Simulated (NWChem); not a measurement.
System: SrClF; SMILES [F][Sr][Cl]

Here is an NWChem input.

```
start job
memory heap 200 mb stack 900 mb global 1100 mb
geometry units angstroms noautoz
  Sr     0.059911     0.346834     0.000000
  F     -1.324562     1.939073     0.000000
  Cl     0.095390    -2.282733     0.000000
end
basis spherical
  Sr library def2-svp
  F library def2-svp
  Cl library def2-svp
end
ecp
  Sr library def2-ecp
end
dft
  xc m06-l
  grid xcoarse
  iterations 150
  mulliken
end
task dft gradient
```

Output (shortened):

```
             Northwest Computational Chemistry Package (NWChem) 7.3.0
             --------------------------------------------------------

 CS  symmetry detected

                             Geometry "geometry" -> ""
                             -------------------------

 Output coordinates in angstroms (scale by  1.889725989 to convert to a.u.)

  No.       Tag          Charge          X              Y              Z
 ---- ---------------- ---------- -------------- -------------- --------------
    1 Sr                  38.0000     0.28681257     0.42104556     0.00000000
    2 F                    9.0000    -0.70604262     2.28282672     0.00000000
    3 Cl                  17.0000    -0.26732318    -2.14971599     0.00000000

 Effective nuclear repulsion energy (a.u.)     233.9399260979

      Symmetry information
      --------------------

 Group name             Cs
 Group number              2
 Group order               2
 No. of unique centers     3

                                 NWChem DFT Module
                                 -----------------

 Summary of "ao basis" -> "ao basis" (spherical)
 ------------------------------------------------------------------------------
       Tag                 Description            Shells   Functions and Types
 ---------------- ------------------------------  ------  ---------------------
 Sr                         def2-svp                 9       23   4s3p2d
 F                          def2-svp                 6       14   3s2p1d
 Cl                         def2-svp                 8       18   4s3p1d

      Symmetry analysis of basis
      --------------------------

        a'         39
        a"         16

            General Information
            -------------------
          SCF calculation type: DFT
          Wavefunction type:  closed shell.
          No. of atoms     :     3
          No. of electrons :    36
           Alpha electrons :    18
            Beta electrons :    18
          Charge           :     0
          Spin multiplicity:     1
          Use of symmetry is: on ; symmetry adaption is: on
          Maximum number of iterations: 150
          AO basis - number of functions:    55
                     number of shells:    23
          Convergence on energy requested:  1.00D-06
          Convergence on density requested:  1.00D-05
          Convergence on gradient requested:  5.00D-04

              XC Information
              --------------
                        M06-L Method XC Functional
                         M06-L Exchange Functional  1.000
                       M06-L Correlation Potential  1.000

             Grid Information
             ----------------
          Grid used for XC integration:  xcoarse
          Radial quadrature: Mura-Knowles
          Angular quadrature: Lebedev.
          Tag              B.-S. Rad. Rad. Pts. Rad. Cut. Ang. Pts.
          ---              ---------- --------- --------- ---------
          Sr                  2.00       84           8.0       194
          F                   0.50       21          10.0       194
          Cl                  1.00       42           9.0       194
          Grid pruning is: on
          Number of quadrature shells:   147
          Spatial weights used:  Erf1

      Superposition of Atomic Density Guess
      -------------------------------------

 Sum of atomic energies:        -593.49667335

      Non-variational initial energy
      ------------------------------

 Total energy =    -588.804654
 1-e energy   =    -972.526503
 2-e energy   =     308.765115
 HOMO         =      -0.455169
 LUMO         =      -0.124115

      Symmetry analysis of molecular orbitals - initial
      -------------------------------------------------

  Numbering of irreducible representations:

     1 a'          2 a"

  Orbital symmetries:

     1 a'          2 a'          3 a'          4 a'          5 a'
     6 a"          7 a'          8 a'          9 a'         10 a'
    11 a"         12 a'         13 a'         14 a"         15 a'
    16 a'         17 a"         18 a'         19 a'         20 a"
    21 a'         22 a'         23 a"         24 a'         25 a"
    26 a'         27 a'         28 a'

     ---------------------------------------------
      Total Density - Mulliken Population Analysis
     ---------------------------------------------

    Atom       Charge   Shell Charges
 -----------   ------   -------------------------------------------------------
    1 Sr  10     8.42   0.74  1.23  0.15  0.00  5.87  0.18  0.03  0.16  0.05
    2 F    9     9.86   1.99  1.17  0.81  3.65  2.24  0.00
    3 Cl  17    17.72   2.00  1.99  1.24  0.73  5.95  2.26  3.55  0.00

   convergence    iter        energy       DeltaE   RMS-Dens  Diis-err
 ---------------- ----- ----------------- --------- --------- ---------
 d= 0,ls=0.0,diis     1   -590.5980254717 -6.66D+02  6.05D-02  8.67D-01
 d= 0,ls=0.0,diis     2   -586.4497448369  4.15D+00  5.41D-02  2.86D+01
 d= 0,ls=0.0,diis     3   -590.6925445521 -4.24D+00  1.36D-02  1.71D-01
 d= 0,ls=0.0,diis     4   -590.7174916447 -2.49D-02  2.59D-02  1.05D-01
 d= 0,ls=0.0,diis     5   -590.5104244046  2.07D-01  2.01D-02  5.24D-01
 d= 0,ls=0.0,diis     6   -590.6609298877 -1.51D-01  7.31D-03  7.06D-02
  Resetting Diis
 d= 0,ls=0.0,diis     7   -590.6910626787 -3.01D-02  5.44D-03  1.99D-02
 d= 0,ls=0.0,diis     8   -590.7036398661 -1.26D-02  4.31D-03  4.21D-03
 d= 0,ls=0.0,diis     9   -590.7059266501 -2.29D-03  1.12D-03  5.58D-03
 d= 0,ls=0.0,diis    10   -590.7064540502 -5.27D-04  4.78D-04  1.02D-03
 d= 0,ls=0.0,diis    11   -590.7065318573 -7.78D-05  1.49D-04  5.53D-05
 d= 0,ls=0.0,diis    12   -590.7065434485 -1.16D-05  5.23D-05  3.67D-06
 d= 0,ls=0.0,diis    13   -590.7065440307 -5.82D-07  8.95D-06  1.99D-07

         Total DFT energy =     -590.706544030657
      One electron energy =     -977.693480763773
           Coulomb energy =      355.318503949853
    Exchange-Corr. energy =      -43.288301372943
 Nuclear repulsion energy =       74.956734156206

 Numeric. integr. density =       36.000739135116

                  Occupations of the irreducible representations
                  ----------------------------------------------

                     irrep           alpha         beta
                     --------     --------     --------
                     a'               14.0         14.0
                     a"                4.0          4.0

                       DFT Final Molecular Orbital Analysis
                       ------------------------------------

 Vector   16  Occ=2.000000D+00  E=-2.380090D-01  Symmetry=a'
              MO Center= -3.1D-01, -1.5D+00, -1.8D-16, r^2= 3.3D+00
   Bfn.  Coefficient  Atom+Function         Bfn.  Coefficient  Atom+Function
  ----- ------------  ---------------      ----- ------------  ---------------
    49      0.574419  3 Cl py                46      0.420494  3 Cl py
    43      0.248277  3 Cl py                 6      0.226682  1 Sr py
    27      0.206352  2 F  px                30     -0.156402  2 F  px
     3      0.128711  1 Sr s                 14      0.115161  1 Sr d -2
    28     -0.095624  2 F  py                 9     -0.091694  1 Sr py

 Vector   17  Occ=2.000000D+00  E=-2.295049D-01  Symmetry=a"
              MO Center= -2.5D-01, -2.0D+00, -2.0D-14, r^2= 1.6D+00
   Bfn.  Coefficient  Atom+Function         Bfn.  Coefficient  Atom+Function
  ----- ------------  ---------------      ----- ------------  ---------------
    50      0.635063  3 Cl pz                47      0.442294  3 Cl pz
    44      0.262540  3 Cl pz                15     -0.092213  1 Sr d -1
     7     -0.067008  1 Sr pz                13      0.066383  1 Sr pz
    29     -0.065046  2 F  pz                32      0.055720  2 F  pz
    20     -0.047189  1 Sr d -1              10      0.031378  1 Sr pz

 Vector   18  Occ=2.000000D+00  E=-2.275417D-01  Symmetry=a'
              MO Center= -2.7D-01, -1.9D+00,  5.4D-16, r^2= 2.0D+00
   Bfn.  Coefficient  Atom+Function         Bfn.  Coefficient  Atom+Function
  ----- ------------  ---------------      ----- ------------  ---------------
    48      0.629464  3 Cl px                45      0.439364  3 Cl px
    42      0.260558  3 Cl px                28     -0.103081  2 F  py
     6      0.092653  1 Sr py                31      0.079998  2 F  py
    27      0.071646  2 F  px                 5     -0.066286  1 Sr px
    19     -0.065931  1 Sr d -2              30     -0.057501  2 F  px

 Vector   19  Occ=0.000000D+00  E=-7.497245D-02  Symmetry=a'
              MO Center=  1.9D+00,  8.4D-01,  7.3D-15, r^2= 7.2D+00
   Bfn.  Coefficient  Atom+Function         Bfn.  Coefficient  Atom+Function
  ----- ------------  ---------------      ----- ------------  ---------------
     4      0.964703  1 Sr s                 11      0.500026  1 Sr px
    23      0.206610  1 Sr d  2               3     -0.186676  1 Sr s
     2     -0.181773  1 Sr s                 18      0.177149  1 Sr d  2
    12      0.174388  1 Sr py                 5     -0.107880  1 Sr px
    19      0.092287  1 Sr d -2              21      0.090803  1 Sr d  0

[...]

                         DFT ENERGY GRADIENTS

    atom               coordinates                        gradient
                 x          y          z           x          y          z
   1 Sr      0.541997   0.795661   0.000000   -0.005531   0.007505   0.000000
   2 F      -1.334227   4.313917   0.000000    0.005056  -0.009248   0.000000
   3 Cl     -0.505168  -4.062374   0.000000    0.000475   0.001743   0.000000
```

Level: M06-L/def2-SVP with def2 effective core potentials on Sr. The geometry was optimised at PBE0/def2-SVP. def2 effective core potentials on Sr; no spin-orbit coupling.
